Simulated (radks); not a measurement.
The numbers below are computed, except where a source is named.
Effect of the nuclear size on neutral cadmium, [Kr] 4d10 5s2. Code: a radial shooting solver on a logarithmic mesh with Libxc functionals. Model: Dirac Kohn-Sham, relativistic LDA (MacDonald-Vosko exchange, VWN5 correlation), spin-unpolarised, spherical densities, finite nucleus; Fermi nuclear charge, rms radius 4.6087 fm. The rms radius is varied about that value; shifts are against it.

| rms radius (fm) | total energy shift (eV) | density at nucleus (e/bohr^3) | 1s1/2 shift (meV) | 2s1/2 shift (meV) | 4s1/2 shift (meV) | 4p1/2 shift (meV) | 5s1/2 shift (meV) | 5p1/2 (empty) shift (meV) |
|---|---|---|---|---|---|---|---|---|
| 4.0557 | -0.724 | 1.606e+05 | -303 | -34.1 | -1.20 | 0.117 | -0.057 | 0.031 |
| 4.3091 | -0.402 | 1.592e+05 | -168 | -19.0 | -0.667 | 0.065 | -0.032 | 0.017 |
| 4.6087 | 0 | 1.577e+05 | 0.000 | 0.000 | 0.000 | 0.000 | 0.000 | 0.000 |
| 4.9728 | 0.520 | 1.561e+05 | 217 | 24.5 | 0.862 | -0.084 | 0.041 | -0.022 |
| 5.4982 | 1.33 | 1.539e+05 | 556 | 62.7 | 2.21 | -0.215 | 0.104 | -0.056 |

Slopes of the eigenvalues against <r^2> in GHz/fm^2, as finite differences over the two radii next to the reference (eigenvalue slopes, not the field-shift constants of lines): 1s1/2 15100, 2s1/2 1710, 4s1/2 60.0, 4p1/2 -5.86, 5s1/2 2.84, 5p1/2 (empty) -1.53.
